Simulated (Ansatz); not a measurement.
## Ansatz (development build ahead of 0.2.0) run

```yaml
crystal:
  periodic: [false, false, false]
  atoms:
    - { symbol: V, position_ang: [0.0, 0.0, 0.0] }
    - { symbol: "N", position_ang: [0.0, 0.0, 1.57] }
basis:
  gaussian: { orbitals: pcseg-2 }
magnetization:
  spin_polarized: true
  initial_magnetization: 2
hamiltonian:
  xc: hf
```

The input is written out in the form of the current development build from the run's settings.

Results

* Converged: yes
* Total energy: -997.24712 hartree
* Spin squared of the determinant: 3.279
* Stability test: minimum

Caution: another spin multiplicity may lie lower; the unrestricted determinant is a mixture of spin states.
